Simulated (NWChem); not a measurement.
System: diselenium (Se₂, triplet); SMILES [Se]=[Se]

Computed with NWChem. Spin-unrestricted. Structure relaxed at the PBE0/def2-SVP, spin-unrestricted level. No stability test was run on the SCF state. Total energies compare along this basis series because the functional is fixed.

| level | basis functions | energy (Ha) | highest occupied level (eV) | lowest empty minus highest occupied level, either spin (eV) | <S²> | relative time |
|---|---|---|---|---|---|---|
| PBE0/cc-pVDZ | 54 | -4802.4889 | -6.76 | 3.10 | 2.00 | 1 |
| PBE0/aug-cc-pVDZ | 72 | -4802.4929 | -6.87 | 3.08 | 2.01 | 1 |
| PBE0/cc-pVTZ | 86 | -4802.6354 | -6.84 | 3.13 | 2.01 | 4 |
| PBE0/aug-cc-pVTZ | 118 | -4802.6361 | -6.86 | 3.13 | 2.01 | 8 |
| PBE0/cc-pVQZ | 136 | -4802.6416 | -6.85 | 3.13 | 2.01 | 9 |

Times are rough ratios from one shared machine.
